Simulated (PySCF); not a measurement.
Run record for `F[SiH2]SCC(F)F`: PBE0/def2-SVPD, full TDDFT, 6 singlets.

Method: TDDFT PBE0/def2-SVPD, vertical, gas phase, core orbitals frozen in the response (PySCF 2.14.0, density-fitted response routines). Geometry: GFN2-xTB. The command runs a driver script over a list of jobs; the input below is this job's line of settings and its coordinates in Å.

Command:
```bash
OMP_NUM_THREADS=1 python probes_run.py task.json out
```

Input:
```
{"job": {"kind": "uv", "xc": "PBE0", "basis": "def2-SVPD", "nstates": 6, "ntriplets": 5, "tda": false}, "charge": 0, "multiplicity": 1}
F      3.396900     0.074230    -0.720358
Si     1.982232     0.286396    -0.003570
S      0.590128    -0.804605    -1.231741
C     -0.976570     0.001044    -0.771109
C     -1.427160    -0.408453     0.616582
F     -0.652649     0.173517     1.569129
F     -2.687911     0.026733     0.848787
H      1.669430     1.696239    -0.108938
H      2.103276    -0.304379     1.309744
H     -1.722110    -0.330222    -1.492738
H     -0.871784     1.084521    -0.820985
H     -1.402583    -1.495707     0.779171
```

Question: Predict the output.

Answer: 
```
coarse grid: 11784 points
cycle   1  E = -1065.1790756955  dE =  6.970e-01  |g| = 7.580e-01  |ddm| = 4.302e+00
cycle   2  E = -1065.0591467465  dE =  1.199e-01  |g| = 1.155e+00  |ddm| = 1.746e+00
cycle   3  E = -1065.2818567379  dE = -2.227e-01  |g| = 7.272e-02  |ddm| = 9.705e-01
cycle   4  E = -1065.2827018527  dE = -8.451e-04  |g| = 3.507e-02  |ddm| = 1.299e-01
cycle   5  E = -1065.2829618142  dE = -2.600e-04  |g| = 6.856e-03  |ddm| = 4.955e-02
cycle   6  E = -1065.2829700510  dE = -8.237e-06  |g| = 2.161e-03  |ddm| = 1.033e-02
final grid: 107760 points
cycle   7  E = -1065.4034944217  dE = -2.815e-05  |g| = 7.395e-03  |ddm| = 6.412e-02
cycle   8  E = -1065.4034847850  dE =  9.637e-06  |g| = 9.816e-03  |ddm| = 2.183e-02
cycle   9  E = -1065.4035079470  dE = -2.316e-05  |g| = 8.031e-04  |ddm| = 1.247e-02
cycle  10  E = -1065.4035080833  dE = -1.363e-07  |g| = 2.280e-04  |ddm| = 1.454e-03
cycle  11  E = -1065.4035080945  dE = -1.117e-08  |g| = 5.069e-05  |ddm| = 3.675e-04
cycle  12  E = -1065.4035080951  dE = -6.730e-10  |g| = 1.757e-05  |ddm| = 1.117e-04
converged SCF energy = -1065.4035080951

Static polarisability (au): isotropic 71.632, principal 62.257 69.271 83.367

Singlet excitations
state   eV       nm        f      main configurations
  1   5.4415    227.8   0.00127   H->L 0.98
  2   6.4843    191.2   0.02410   H->L+1 0.98
  3   6.9107    179.4   0.00627   H->L+2 0.72, H->L+3 0.12
  4   7.1788    172.7   0.03694   H-1->L 0.82, H->L+2 0.09
  5   7.2917    170.0   0.00986   H->L+3 0.63, H->L+2 0.17, H->L+4 0.13
  6   7.4744    165.9   0.03909   H->L+4 0.73, H->L+3 0.21

Triplet excitations (Tamm-Dancoff, eV): 5.0708 6.1146 6.3408 6.4300 7.0717
```

The SCF starts on a coarse grid where the log names one; the energy can jump when the final grid takes over, and dE then counts from the start density on the new grid. H and L stand for HOMO and LUMO; the number after each pair is its weight.

Question: Give S1 in cm⁻¹ and kJ/mol.

Answer: 5.4415 eV × 8065.54 = 43889 cm⁻¹; × 96.485 = 525.0 kJ/mol.

Question: How does the lowest singlet excitation compare with the HOMO–LUMO gap?

Answer: HOMO -7.60 eV and LUMO -0.64 eV give a gap of 6.96 eV; S1 at 5.44 eV lies 1.52 eV below it.

In short: SCF converged in 12 cycles with 200 basis and 774 fitting functions; HOMO -7.60 eV, LUMO -0.64 eV; lowest singlet 5.44 eV; lowest triplet 5.07 eV (Tamm–Dancoff); mean polarisability 71.6 au.

Question: How long does this job take on Arm Neoverse V1, one thread, shared host? And the peak memory of the process?

Answer: About 26 s, with 0.83 GiB resident at the peak, the Python interpreter and its libraries included.

The values belong to the conformer `[F:1][SiH2:2][S:3][CH2:4][CH:5]([F:6])[F:7]`: F1–Si2–S3–C4 -159°, Si2–S3–C4–C5 -73°, S3–C4–C5–F6 73°.
